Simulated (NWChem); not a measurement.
System: CH3Si cation, singlet

```xyz
5

C      0.0000     0.0000     1.0733
Si     0.0000     0.0000    -0.7501
H     -0.5142    -0.9068     1.4822
H     -0.5282     0.8987     1.4822
H      1.0424     0.0081     1.4822
```
Atoms are numbered in this order, from 1.

Computed with NWChem. Low-valent species are run as closed-shell singlets; no triplet was tried in these runs. Coordinates come from a PBE-D3(BJ)/def2-SVP optimisation. Level: M06-2X/def2-SVP with SMD (1 M gas to 1 M solution), gas-phase geometry. Reactions with the solvent are ignored.

```json
[
 {"solvent": "water", "dielectric constant": "78.4", "solvation free energy (kcal/mol)": "-62.6", "cavity-dispersion-structure term (kcal/mol)": "1.4"},
 {"solvent": "methanol", "dielectric constant": "32.6", "solvation free energy (kcal/mol)": "-63.3", "cavity-dispersion-structure term (kcal/mol)": "-0.6"},
 {"solvent": "cyclohexane", "dielectric constant": "2.02", "solvation free energy (kcal/mol)": "-33.4", "cavity-dispersion-structure term (kcal/mol)": "-0.9"},
 {"solvent": "diethyl ether", "dielectric constant": "4.24", "solvation free energy (kcal/mol)": "-50.5", "cavity-dispersion-structure term (kcal/mol)": "-1.1"},
 {"solvent": "tetrahydrofuran", "dielectric constant": "7.43", "solvation free energy (kcal/mol)": "-56.6", "cavity-dispersion-structure term (kcal/mol)": "-0.6"}
]
```
